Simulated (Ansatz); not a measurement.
Species: CH$_{5}$BN, charge 0, doublet. CH5BN (SMILES [CH2]NB, doublet).
B3LYP-D3(BJ)/def2-TZVP minimum from Ansatz (a quantum-chemistry and plane-wave program):
```
N
H 1 1.0108
C 1 1.3710 2 114.00
H 3 1.0773 1 119.71 2 0.00
H 3 1.0774 4 121.90 1 180.00
B 1 1.4095 2 117.64 3 -180.00
H 6 1.1900 1 118.13 2 0.00
H 6 1.1912 7 123.32 1 180.00
```
Charge 0, spin multiplicity 2.

Atomisation energy term by term, kcal/mol (programs: Ansatz). Radicals and triplets start from unrestricted determinants; spin-orbit coupling is neglected. Correlated methods leave the cores frozen. Rows without X2C or -DK are non-relativistic. CBS(X,Y): correlation extrapolated as X^-3, Hartree-Fock from the larger set. A bracket is a step between two methods taken in the basis named. 'core' is core correlation in cc-pwCVTZ, 'X2C' scalar relativity in cc-pVTZ-DK, both at CCSD(T). For partners of very few electrons the exact lower level stands in for a higher one.

| term | basis | kcal/mol |
|---|---|---|
| Hartree-Fock | cc-pVQZ | 513.54 |
| CCSD correlation | CBS(cc-pVTZ,cc-pVQZ) | 162.21 |
| (T) | CBS(cc-pVTZ,cc-pVQZ) | 9.38 |
| CCSDT(Q) - CCSD(T) | cc-pVDZ | 0.57 |
| core correlation | cc-pwCVTZ | 3.10 |
| scalar relativity | X2C, cc-pVTZ-DK | -0.53 |
| sum: De |  | 688.3 |
